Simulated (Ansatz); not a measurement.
Species: C2H7O2Si, net charge 0, doublet state. It need not be the lowest isomer of its formula. SMILES: [CH2][Si](C)(O)O
Coordinates optimised at B3LYP-D3(BJ)/def2-TZVP (Ansatz, a program for electronic structure):
```xyz
12

C      1.6341    -0.7810    -0.4188
Si     0.0308     0.0060     0.0149
C     -1.4217    -0.6829    -0.9220
O     -0.1061    -0.2426     1.6449
O      0.0226     1.6190    -0.3607
H      2.2329    -1.3268     0.3013
H      2.0457    -0.7509    -1.4220
H     -1.5560    -1.7450    -0.7106
H     -1.2805    -0.5636    -1.9980
H     -2.3417    -0.1595    -0.6500
H     -0.8957     0.0880     2.0803
H      0.7585     2.1464    -0.0386
```
Charge 0, spin multiplicity 2.

Wanted: atomisation energy (electronic, to ground-state atoms), in kcal/mol. Valence correlation only, unless marked. UHF or UKS for open shells. No spin-orbit coupling. Non-relativistic unless marked X2C. The coupled-cluster limit lacks core correlation, which all-electron functionals hold. CBS(X,Y): correlation extrapolated as X^-3; Hartree-Fock from the larger set.

```json
[
 {"level": "HF/cc-pV(D+d)Z", "program": "Ansatz", "atomisation energy (kcal/mol)": "793.9"}
]
```

Problem. Estimate the value at CCSD(T)/CBS(cc-pV(T+d)Z,cc-pV(Q+d)Z) as computed with Ansatz.

Solution. 1114.3 kcal/mol, so HF/cc-pV(D+d)Z differs from it by -320.4 kcal/mol.
